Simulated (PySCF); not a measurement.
Precursor series Zn CH3-Br. Isolated molecules, 0 K electronic values unless said otherwise. One relaxed conformer stands for each flexible species; it need not be the lowest.

These are TPSSh-D3(BJ)/def2-TZVP // PBE-D3(BJ)/def2-SVP (PySCF 2.14.0) values and carry that method's errors. 

| species | LUMO (eV) | charge on the central atom (Mulliken) (e) | mean distance from the central atom to its bonded neighbours (Å) | coordination number | HOMO–LUMO gap (eV) |
|---|---|---|---|---|---|
| 0 of 2 CH3 replaced by Br ([Zn(CH3)2]) | -0.09 | 0.36 | 1.947 | 2 | 6.42 |
| 1 of 2 CH3 replaced by Br ([Zn(CH3)(Br)]) | -0.95 | 0.42 | 2.097 | 2 | 6.52 |
| 2 of 2 CH3 replaced by Br ([Zn(Br)2]) | -2.23 | 0.54 | 2.237 | 2 | 5.67 |
